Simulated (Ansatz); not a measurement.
Two structures of GeH5BrO, closed shell, reached by relaxing down either side of one saddle point (PBE0-D4/def2-TZVP). Energies are electronic, without zero-point energy. Computed with Ansatz 0.2.0 (basis: def2-TZVPP and def2-QZVPP); correlated methods freeze the cores. Filled d shells of the heavier atoms are correlated. The def2 sets are not built for correlating such inner shells, so the correlated values are less sure here. Extrapolation: Hartree–Fock as exp(−7.88 √X), correlation as X^−2.97. First:

```xyz
8
angstrom
Ge -0.7944 0.3179 -0.9888
Br 0.9128 -1.1956 -1.4525
H -1.4995 0.5412 -2.3330
H -0.1337 1.6001 -0.4844
H -1.7150 -0.3387 0.0367
H 1.1022 -0.9061 1.2280
O 0.7035 -0.2923 1.8538
H 1.4240 0.2734 2.1402
```

Second:

```
8
angstrom
Ge -0.8373 0.7941 -0.1678
Br 1.4582 -2.8387 -0.3786
H -0.3421 1.3964 -1.4916
H -1.4175 1.8835 0.7470
H -1.8002 -0.3728 -0.3770
H 1.0815 -1.5368 0.1565
O 0.5602 0.0378 0.6837
H 1.2972 0.6363 0.8277
```

Which bonds change from the first to the second?

GeH₃Br ([GeH3][Br]) + H₂O → GeH₄O ([OH][GeH3]) + HBr; bonds formed: Ge1–O7, Br2–H6; bonds broken: Ge1–Br2, H6–O7.

Give the saddle point's structure and its height above each. (An estimate is asked for; the value comes from the calculation.)

By the calculation: 1.118 eV above the first and 0.552 eV above the second (CCSD(T) at an estimated basis limit (MP2 extrapolated from triple and quadruple zeta, plus CCSD(T) − MP2 in triple zeta)).
```
8
angstrom
Ge -0.6813 0.3261 -0.4089
Br 0.7021 -1.9287 -1.0575
H -0.2131 0.8109 -1.7813
H -0.9335 1.6230 0.4189
H -1.9230 -0.5468 -0.2773
H 1.1384 -0.8483 0.6827
O 0.6532 -0.0773 1.0980
H 1.2572 0.6409 1.3253
```

T1 diagnostic: at most 0.011.

The step is the kind of ligand exchange by which a precursor binds to a hydroxyl group, or is hydrolysed, in atomic layer deposition of oxides.

Labels in which every atom is bracketed show which atoms are joined, not bond orders.

For scale, one of the runs: CCSD(T)/def2-TZVPP, 197 basis functions, launched by `ansatz run in.yaml --threads 4 --pin off --events-out ev --progress --plain --max-ram 9574MiB`. Hardware: 4 CPU threads of an Arm Neoverse V1, shared host. Wall time 99 s; peak host memory 2.4 GiB.
